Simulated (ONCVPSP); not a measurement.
**silver (Ag): one change to an ONCV potential, before and after**

Ag, optimised norm-conserving Vanderbilt (ONCV), made with ONCVPSP 4.0.1 (PW91, scalar-relativistic). Core [Kr], reference 4d10 5s0.5 (charge +0.5). Waves: 5s: rc 2.25 bohr, ncon 4, nbas 7, qcut 2.7 1/bohr, 2 projectors, debl 1.3 Ha; p scattering state at 0.28 Ha: rc 2.45 bohr, ncon 5, nbas 8, qcut 3.6 1/bohr, 2 projectors, debl 3.9 Ha; 4d: rc 1.25 bohr, ncon 4, nbas 7, qcut 9.2 1/bohr, local. Local part: the d channel. Core correction: Teter function, fcfact 2.5, rcfact 1.7.

In the p channel the program set the typed energies aside and used 0.050, 3.950 Ha.

All-electron outer shells of the reference configuration (PW91, scalar-relativistic, ld1.x):

```json
{"shell": "4p", "level (eV)": "-62.58", "outermost node (bohr)": "0.44", "outermost maximum (bohr)": "0.87"}
{"shell": "4d", "level (eV)": "-11.44", "outermost node (bohr)": "0.43", "outermost maximum (bohr)": "1.04"}
{"shell": "5s", "level (eV)": "-7.78", "outermost node (bohr)": "1.11", "outermost maximum (bohr)": "2.43"}
```

Change: core correction Teter function, fcfact 6.6, rcfact 1.7.

Cutoffs: the cutoffs (Ha) at which the residual kinetic energy of the hardest occupied pseudo-wave falls to 1 and 0.1 mHa per electron; they do not see the model core or the augmentation charge, which bear on the density cutoff. Errors are all-electron minus pseudo energies relative to the spin-unpolarised reference configuration.

Task: How do hardness, ghosts and transferability respond?

Result: The potential gets neither clearly harder nor softer (34 Ha and 40 Ha → 34 Ha and 40 Ha); both files keep a bound ghost (s); of the 4 tests that both files solve, the error grows in 4 and shrinks in 0 by more than 15 % and 0.3 meV (median size 47.4 → 70.4 meV). A model core, the more so a compact one, raises the density cutoff, which this test does not measure.

```csv
quantity,base,changed
"cutoff, loose",34 Ha,34 Ha
"cutoff, tight",40 Ha,40 Ha
bound ghosts,s,s
GHOST(+) flags under 300 eV,p at 55.1 eV,p at 55.1 eV
"error for 4d10 5s1, meV [ΔE -3.05 eV]",-3.3,-9.1
"error for 4d10 5s0, meV [ΔE 4.78 eV]",-7.6,-19
"error for 4d9 5s0, meV [ΔE 26.97 eV]",-87,-190
"error for 4d9 5s1 5p1, meV [ΔE 5.55 eV]",-102,-122
s: phases at 2.28 bohr within 0.05 rad from the reference energy up to (Ha; the scan ends near 5),2.8,2.8
p: phases at 2.49 bohr within 0.05 rad from the reference energy up to (Ha; the scan ends near 5),1.7,1.7
d: phases at 1.27 bohr within 0.05 rad from the reference energy up to (Ha; the scan ends near 5),to the end of the scan,to the end of the scan
"rms error of d²Exc/dni dnj with the model core, mHa",0.72,3.20
```

 A true bound ghost makes a file unfit for plane-wave use even where its test errors are small: the radial tests pick states by their node count and pass the ghost by.
